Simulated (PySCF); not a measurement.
C₂H₅BrClNSi, SMILES [Si](Cl)(Br)(C=C)N. Atoms are numbered in the order given.

```xyz
11

C     -2.5474    -0.5680    -1.5674
C     -1.7772     0.3421    -0.9556
Si    -0.0019     0.0067    -0.5526
N      0.5709    -1.3715    -1.3976
Cl     1.0585     1.7586    -0.9657
Br     0.2849    -0.4338     1.6239
H     -2.1548    -1.5529    -1.8419
H     -3.5964    -0.3698    -1.8141
H     -2.1991     1.3183    -0.6883
H      1.3418    -1.9037    -1.0050
H      0.6206    -1.3425    -2.4129
```

Coordinates come from a B3LYP-D3(BJ)/def2-SVP optimisation. The values are those of a single conformer.

These are SMD-PBE0/def2-SVP (PySCF) values and carry that method's errors.

Solvation free energies are E(SMD) − E(gas) at the gas-phase geometry, for 1 M in both phases. Bromine has the revised SMD18 radius of 2.60 Å. In vacuum the dipole moment is 2.73 D.

| solvent | ΔG(solv) (kcal/mol) | its non-electrostatic (CDS) part | dipole (D) |
|---|---|---|---|
| water | -2.6 | 3.6 | 3.55 |
| benzene | -5.1 | -2.4 | 3.11 |
| chlorobenzene | -6.5 | -1.9 | 3.36 |
